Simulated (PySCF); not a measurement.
Computed properties of Si(Cl)(H)2(OAc) (C₂H₅ClO₂Si), SMILES C(=O)(O[SiH2]Cl)C

C2H5ClO2Si, SMILES [SiH2](Cl)OC(C)=O. The structure is a stationary point at PBE0-D3(BJ)/def2-SVP. One conformer was computed; it need not be the lowest. All values are computed for the isolated molecule unless a solvent is named; none is compared with measurement here.

**Structure.** All 27 harmonic modes at PBE0-D3(BJ)/def2-SVP (PySCF) are real, so it is a minimum. With heavy atoms numbered as in [SiH2:1]([Cl:2])[O:3][C:4]([CH3:5])=[O:6], the shortest bond between them is C4–O6 at 1.201 Å and the longest Si1–Cl2 at 2.053 Å.

**Vibrations.** The strongest infrared lines (harmonic, unscaled, degenerate partners summed) lie at 895 cm⁻¹ (379 km/mol, H 79 %, Si 16 %), 1292 cm⁻¹ (298 km/mol, C 50 %, H 36 %, O 14 %), 1881 cm⁻¹ (231 km/mol, C 64 %, O 35 %). The softest mode is at 65 cm⁻¹ and the zero-point energy is 44.9 kcal/mol.

**Electronic structure.** B3LYP/def2-TZVP (PySCF) places the frontier levels at -8.08 and -0.62 eV, a gap of 7.46 eV, and gives a dipole moment of 2.51 D and a mean polarisability of 64.9 bohr³. PBE/def2-TZVP (PySCF) at the same geometry gives -6.67 and -1.45 eV, so its gap is 2.24 eV narrower. An orbital gap is neither the optical nor the fundamental gap.

**Excitations.** TDA-PBE0/def2-SVPD (PySCF) has S1 at 5.77 eV (215 nm, f = 0.001, dark); the most intense of the 10 singlets computed lies at 8.24 eV (f = 0.09). T1 (TDA) is at 5.21 eV, 0.56 eV under S1. TDA-PBE/def2-SVPD (PySCF) puts S1 at 5.37 eV. No vertical singlet excitation falls in the visible range (under 3.1 eV).

**NMR.** GIAO shifts at B3LYP/pcSseg-1 (PySCF) (non-relativistic, atoms alike by connectivity averaged): ¹³C from 24.7 to 178.6 ppm against TMS; ¹H from 2.4 to 5.6 ppm against TMS; ²⁹Si at -16.3 ppm against TMS. Without spin–orbit terms, shifts of atoms bonded to Cl or Br come out too high.

**Solvation.** SMD-B3LYP/def2-SVP (PySCF) gives -1.9 kcal/mol in water, -4.5 kcal/mol in methanol, -4.8 kcal/mol in acetonitrile (1 M in both phases, gas-phase geometry).
